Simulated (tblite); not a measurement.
Q: What does the GFN2-xTB structure of `CC[Si@@H](CCl)[C@@H](C)F` look like in three dimensions?

A: 
```xyz
20
C5H12ClFSi angstrom
C     -2.5442   -0.2818    0.7196
C     -1.0403   -0.4532    0.9178
Si    -0.0419   -0.0103   -0.6391
C     -0.4894    1.7514   -1.2463
Cl    -0.3791    2.8804    0.1356
C      1.8463    0.0145   -0.2672
C      2.3848   -1.2543    0.3690
F      2.4888    0.2043   -1.4928
H     -2.8936   -0.8839   -0.1157
H     -2.7854    0.7578    0.5155
H     -3.0875   -0.5866    1.6118
H     -0.8361   -1.4866    1.2031
H     -0.7245    0.1691    1.7577
H     -0.2817   -0.9406   -1.7523
H     -1.5033    1.8257   -1.6300
H      0.1966    2.1193   -2.0052
H      2.1360    0.8831    0.3357
H      1.9497   -1.3748    1.3564
H      3.4680   -1.2042    0.4628
H      2.1316   -2.1189   -0.2393
```

Orientation and origin are arbitrary. Atoms count from 1 in this order. The 3 C–Si bonds span 1.902 Å (C2–Si3, drawn single) to 1.925 Å (Si3–C6, drawn single), a spread of 0.023 Å. Si3 (SiH silicon) is tetrahedral (angles from 106.2° to 112.8°).

Bonds between heavy atoms (Å): C1–C2 1.527, C2–Si3 1.902, Si3–C4 1.916, C4–Cl5 1.788, Si3–C6 1.925, C6–C7 1.518, C6–F8 1.397.

The geometry is computed with GFN2-xTB (gas phase).

Point group: C1 (no symmetry element, even within 0.4 Å). Its GFN2-xTB frequencies are all real (lowest 34 cm⁻¹). One conformer, not necessarily the lowest (C1–C2–Si3–C4 54°, C2–Si3–C4–Cl5 50°, C2–Si3–C6–C7 54°).
